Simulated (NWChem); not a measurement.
All runs are NWChem calculations. System: Mg, charge 1, spin multiplicity 2. Its SCF solution wasn't tested for a lower state. Level: ROCCSD(T)/def2-TZVP, 5 core orbitals frozen.

Input file:

```
start mol
memory heap 100 mb stack 700 mb global 1900 mb
charge 1
geometry units angstroms nocenter noautoz
  Mg     0.000000     0.000000     0.000000
  symmetry group D2h
end
basis spherical
  * library def2-tzvp
end
scf
  rohf
  nopen 1
  maxiter 100
  thresh 1e-7
  semidirect memsize 60000000 filesize 0
  # guess.movecs holds the orbitals of an unrestricted PBE0 run
  vectors input guess.movecs output mol.movecs
end
tce
  freeze core 5
  ccsd(t)
  2eorb
  2emet 13
  thresh 1e-6
  maxiter 100
  tilesize 24
end
task tce energy
```

NWChem printed:

```
             Northwest Computational Chemistry Package (NWChem) 7.3.0
             --------------------------------------------------------

                                NWChem Input Module
                                -------------------

 Scaling coordinates for geometry "geometry" by  1.889725989
 (inverse scale =  0.529177249)

                             Geometry "geometry" -> ""
                             -------------------------

 Output coordinates in angstroms (scale by  1.889725989 to convert to a.u.)

  No.       Tag          Charge          X              Y              Z
 ---- ---------------- ---------- -------------- -------------- --------------
    1 Mg                  12.0000     0.00000000     0.00000000     0.00000000

 Effective nuclear repulsion energy (a.u.)       0.0000000000

            Nuclear Dipole moment (a.u.)
            ----------------------------
        X                 Y               Z
 ---------------- ---------------- ----------------
     0.0000000000     0.0000000000     0.0000000000

      Symmetry information
      --------------------

 Group name             D2h
 Group number             26
 Group order               8
 No. of unique centers     1

      Symmetry unique atoms

     1


 Summary of "ao basis" -> "" (spherical)
 ------------------------------------------------------------------------------
       Tag                 Description            Shells   Functions and Types
 ---------------- ------------------------------  ------  ---------------------
 *                         def2-tzvp                  on all atoms

 Summary of "ao basis" -> "ao basis" (spherical)
 ------------------------------------------------------------------------------
       Tag                 Description            Shells   Functions and Types
 ---------------- ------------------------------  ------  ---------------------
 Mg                        def2-tzvp                12       32   5s4p3d

                                 NWChem SCF Module
                                 -----------------

  ao basis        = "ao basis"
  functions       =    32
  atoms           =     1
  closed shells   =     5
  open shells     =     1
  charge          =   1.00
  wavefunction    = ROHF
  use symmetry    = T
  symmetry adapt  = T

 Summary of "ao basis" -> "ao basis" (spherical)
 ------------------------------------------------------------------------------
       Tag                 Description            Shells   Functions and Types
 ---------------- ------------------------------  ------  ---------------------
 Mg                        def2-tzvp                12       32   5s4p3d

      Symmetry analysis of basis
      --------------------------

        ag         11
        au          0
        b1g         3
        b1u         4
        b2g         3
        b2u         4
        b3g         3
        b3u         4

 Forming initial guess at       0.0s

      Symmetry analysis of molecular orbitals - initial
      -------------------------------------------------

  Numbering of irreducible representations:

     1 ag          2 au          3 b1g         4 b1u         5 b2g
     6 b2u         7 b3g         8 b3u

  Orbital symmetries:

     1 ag          2 ag          3 b2u         4 b3u         5 b1u
     6 ag          7 b1u         8 b2u         9 b3u        10 ag
    11 ag         12 ag         13 b1g        14 b3g        15 b2g
    16 b1u

 Starting SCF solution at       0.0s

 ----------------------------------------------
[...]
     4      0.994296  1 Mg s                  3     -0.343847  1 Mg s

 Vector    7  Occ=0.000000D+00  E=-1.447158D-01  Symmetry=b1u
              MO Center= -2.7D-41, -2.7D-41, -4.0D-27, r^2= 5.4D+00
   Bfn.  Coefficient  Atom+Function         Bfn.  Coefficient  Atom+Function
  ----- ------------  ---------------      ----- ------------  ---------------
    17      0.838889  1 Mg pz                14      0.248329  1 Mg pz

 Vector    8  Occ=0.000000D+00  E=-1.447158D-01  Symmetry=b3u
              MO Center= -2.9D-18, -8.5D-31,  2.8D-31, r^2= 5.4D+00
   Bfn.  Coefficient  Atom+Function         Bfn.  Coefficient  Atom+Function
  ----- ------------  ---------------      ----- ------------  ---------------
    15      0.838889  1 Mg px                12      0.248329  1 Mg px

 Vector    9  Occ=0.000000D+00  E=-1.447158D-01  Symmetry=b2u
              MO Center= -3.7D-42,  3.7D-25,  1.8D-42, r^2= 5.4D+00
   Bfn.  Coefficient  Atom+Function         Bfn.  Coefficient  Atom+Function
  ----- ------------  ---------------      ----- ------------  ---------------
    16      0.838889  1 Mg py                13      0.248329  1 Mg py

 center of mass
 --------------
 x =   0.00000000 y =   0.00000000 z =   0.00000000

 moments of inertia (a.u.)
 ------------------
           0.000000000000           0.000000000000           0.000000000000
           0.000000000000           0.000000000000           0.000000000000
           0.000000000000           0.000000000000           0.000000000000

  Mulliken analysis of the total density
  --------------------------------------

    Atom       Charge   Shell Charges
 -----------   ------   -------------------------------------------------------
    1 Mg  12    11.00   2.00  0.71  1.27  0.91  0.10  5.11  0.88  0.00  0.00  0.00  0.00  0.00

 Mulliken analysis of the open-shell density
 -------------------------------------------

    Atom       Charge   Shell Charges
 -----------   ------   -------------------------------------------------------
    1 Mg  12     1.00   0.00  0.01 -0.02  0.91  0.10  0.00 -0.00  0.00  0.00  0.00  0.00  0.00

       Multipole analysis of the density wrt the origin
       ------------------------------------------------

     L   x y z        total         open         nuclear
     -   - - -        -----         ----         -------
     0   0 0 0      1.000000     -1.000000     12.000000

     1   1 0 0      0.000000      0.000000      0.000000
     1   0 1 0      0.000000      0.000000      0.000000
     1   0 0 1     -0.000000      0.000000      0.000000

     2   2 0 0     -4.692095     -3.104914      0.000000
     2   1 1 0      0.000000      0.000000      0.000000
     2   1 0 1     -0.000000     -0.000000      0.000000
     2   0 2 0     -4.692095     -3.104914      0.000000
     2   0 1 1     -0.000000     -0.000000      0.000000
     2   0 0 2     -4.692095     -3.104914      0.000000

                   NWChem Extensible Many-Electron Theory Module
                   ---------------------------------------------


            General Information
            -------------------
      Number of processors :     1
         Wavefunction type : Restricted open-shell Hartree-Fock
          No. of electrons :    11
           Alpha electrons :     6
            Beta electrons :     5
           No. of orbitals :    64
            Alpha orbitals :    32
             Beta orbitals :    32
        Alpha frozen cores :     5
         Beta frozen cores :     5
     Alpha frozen virtuals :     0
      Beta frozen virtuals :     0
         Spin multiplicity : doublet
    Number of AO functions :    32
       Number of AO shells :    12
        Use of symmetry is : on
      Symmetry adaption is : on
         Schwarz screening : 0.10D-09

          Correlation Information
          -----------------------
          Calculation type : Coupled-cluster singles & doubles w/ perturbation
   Perturbative correction : (T)
            Max iterations :      100
        Residual threshold : 0.10D-05
     T(0) DIIS level shift : 0.00D+00
     L(0) DIIS level shift : 0.00D+00
     T(1) DIIS level shift : 0.00D+00
     L(1) DIIS level shift : 0.00D+00
     T(R) DIIS level shift : 0.00D+00
     T(I) DIIS level shift : 0.00D+00
   CC-T/L Amplitude update :  5-th order DIIS
                I/O scheme : Global Array Library
        L-threshold :  0.10D-05
        EOM-threshold :  0.10D-05
 no EOMCCSD initial starts read in
 TCE RESTART OPTIONS
 SLICE:      F
 D4D5:       F
 quantumc:   F
 qrotation:  F
 pwtce:      F
 qducc:      F
 nacto:                         0
 nrotv:                         0
 nrot:                          0

            Memory Information
            ------------------
          Available GA space size is     249034752 doubles
          Available MA space size is     104855380 doubles

 Maximum block size supplied by input
 Maximum block size        24 doubles

 tile_dim =      8

 -------------------------------------------------

 Global array virtual files algorithm will be used

 Parallel file system coherency ......... OK

 4-electron integrals stored in orbital form

 v2    file size   =            19190
 4-index algorithm nr.  13 is used
 imaxsize =       30
 imaxsize ichop =        0


CCSD iterations
 ---------------------------------------------------------
 Iter          Residuum       Correlation     Cpu    Wall
 ---------------------------------------------------------
    1   0.0000000000119  -0.0000000000000     0.0     0.0
 -----------------------------------------------------------------
 Iterations converged
 CCSD correlation energy / hartree =        -0.000000000000000
 CCSD total energy / hartree       =      -199.363607202935185

 Singles contributions

 Doubles contributions
 CCSD(T)
 Using plain CCSD(T) code
             total no. of tasks           11
 total no. of tasks / no. procs           11
                         wl_min           27           1.7
                         wl_max          512           2.8
        thresh for no. of tasks           11

 CCSD[T]  correction energy / hartree =         0.000000000000000
 CCSD[T] correlation energy / hartree =        -0.000000000000000
 CCSD[T] total energy / hartree       =      -199.363607202935185
 CCSD(T)  correction energy / hartree =         0.000000000000000
 CCSD(T) correlation energy / hartree =        -0.000000000000000
 CCSD(T) total energy / hartree       =      -199.363607202935185

 Task  times  cpu:        0.7s     wall:        0.7s

 Total times  cpu:        0.7s     wall:        0.7s
```
